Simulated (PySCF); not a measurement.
## Ga (gallium, neutral): UHF calculation

Configuration: [Ar] 3d10 4s1 4p1 5s1, high-spin 4P determinant (an excited configuration). All numbers are calculated (PySCF 2.14, scalar relativity through the core potential, in aug-cc-pVQZ-PP with ECP10MDF (7s6p5d3f2g, 89 functions)).

- Total energy: -258.036600 hartree
- One-electron energy: -458.9937 hartree
- Hartree (Coulomb) energy: 222.6507 hartree
- Exchange energy: -21.6936 hartree
- ⟨S²⟩: 3.7515
- ⟨L²⟩: 2.042
- Sum of ⟨r⟩: 25.45 bohr
- Sum of ⟨r²⟩: 82.35 bohr²
- Traceless quadrupole moment −½Σ⟨3z² − r²⟩ along its main axis: -1.33 e·bohr²

```json
{"shell": "3s α", "electrons": "1", "mean orbital energy (hartree)": "-6.80087", "spread (hartree)": "0", "rms radius, mean of both spins (bohr)": "0.701"}
{"shell": "3s β", "electrons": "1", "mean orbital energy (hartree)": "-6.78351", "spread (hartree)": "0", "rms radius, mean of both spins (bohr)": "0.701"}
{"shell": "3p α", "electrons": "3", "mean orbital energy (hartree)": "-4.78030", "spread (hartree)": "0.00275", "rms radius, mean of both spins (bohr)": "0.738"}
{"shell": "3p β", "electrons": "3", "mean orbital energy (hartree)": "-4.77284", "spread (hartree)": "0.01474", "rms radius, mean of both spins (bohr)": "0.738"}
{"shell": "3d α", "electrons": "5", "mean orbital energy (hartree)": "-1.37203", "spread (hartree)": "0.01127", "rms radius, mean of both spins (bohr)": "0.888"}
{"shell": "3d β", "electrons": "5", "mean orbital energy (hartree)": "-1.36582", "spread (hartree)": "0.01646", "rms radius, mean of both spins (bohr)": "0.888"}
{"shell": "4s α", "electrons": "1", "mean orbital energy (hartree)": "-0.66612", "spread (hartree)": "0", "rms radius, mean of both spins (bohr)": "2.42"}
{"shell": "4p α", "electrons": "1", "mean orbital energy (hartree)": "-0.37432", "spread (hartree)": "0", "rms radius, mean of both spins (bohr)": "3.08"}
{"shell": "5s α", "electrons": "1", "mean orbital energy (hartree)": "-0.10597", "spread (hartree)": "0", "rms radius, mean of both spins (bohr)": "7.41"}
```

Energies and moments cover only the electrons outside the core potential. The outer electron is Rydberg-like, and this basis confines it to a smaller radius and binds it less than a complete one would.
